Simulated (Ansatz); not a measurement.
SnCl₂. Total charge 0; singlet. Geometry r2SCAN-D4/def2-TZVP; atoms count from 1.

```xyz
3

Sn   -0.477    0.590    0.701
Cl    1.815    0.400    0.138
Cl   -1.338   -0.990   -0.838
```

In the def2 sets Sn takes a core potential; there is no spin–orbit coupling. The structure comes from a short search, and lower isomers may exist.

Question: Estimate the Mulliken populations from the PBE0/def2-TZVP orbitals of Ansatz.

Answer: 
```json
{"atom": "Sn1", "charge (e)": "0.76"}
{"atom": "Cl2", "charge (e)": "-0.38"}
{"atom": "Cl3", "charge (e)": "-0.38"}
```
Mulliken values and Mayer orders depend strongly on the basis.

Question: And the Mayer bond orders between bonded heavy atoms (over 0.3)?

Answer: Sn1–Cl2 1.02 (2.37 Å); Sn1–Cl3 1.02 (2.37 Å).
